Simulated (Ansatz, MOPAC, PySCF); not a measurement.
H2S (SMILES S) and CH3F (SMILES CF) are pulled apart as rigid monomers along the line of their centres of mass, from the B3LYP-D3(BJ)/def2-TZVP minimum. Starting geometry (charge 0, multiplicity 1):
| atom | x (Å) | y (Å) | z (Å) |
|---|---|---|---|
| S | -1.0186 | 0.1760 | -0.2156 |
| H | 0.0616 | 0.8485 | -0.6436 |
| H | -0.3010 | -0.5372 | 0.6693 |
| C | -0.0168 | 0.3177 | 3.5078 |
| F | 0.5216 | -0.7439 | 2.7775 |
| H | 0.8041 | 0.8919 | 3.9374 |
| H | -0.6048 | 0.9376 | 2.8311 |
| H | -0.6477 | -0.0913 | 4.2969 |

Interaction energies with rigid monomers; basis-set methods are counterpoise corrected unless marked otherwise.

Frozen-core correlation. Rows in 3-21G, 6-31G* carry no dispersion term and start afresh at each structure (6-31G* with six Cartesian d functions). The state that PM3, PM6 reach isn't checked.

Programs: Ansatz (an electronic-structure program) with Gaussian orbitals; MOPAC for PM3, PM6 (differences of heats of formation); PySCF for 3-21G rows, 6-31G* rows. 

| H3···F5 (Å) | PM3 (kcal/mol) | PM6 (kcal/mol) | HF/6-31G* (kcal/mol) | B3LYP/3-21G (no counterpoise) (kcal/mol) | CCSD(T)/aug-cc-pV(D+d)Z (kcal/mol) |
|---|---|---|---|---|---|
| 2.05 | … | 1.27 | 0.97 | -7.09 | -1.01 |
| 2.27 | 0.89 | 0.13 | -0.41 | -6.13 | -1.82 |
| 2.61 | -0.44 | -0.63 | -0.94 | -3.82 | -1.77 |
| 3.18 | -0.40 | -0.64 | -0.78 | … | -1.12 |
| 4.09 | -0.25 | -0.33 | -0.41 | -0.37 | -0.48 |

Question: Some entries are withheld; supply them.

Answer: 
- 3.18, B3LYP/3-21G (no counterpoise) (kcal/mol): -1.21
- 2.05, PM3 (kcal/mol): 2.45
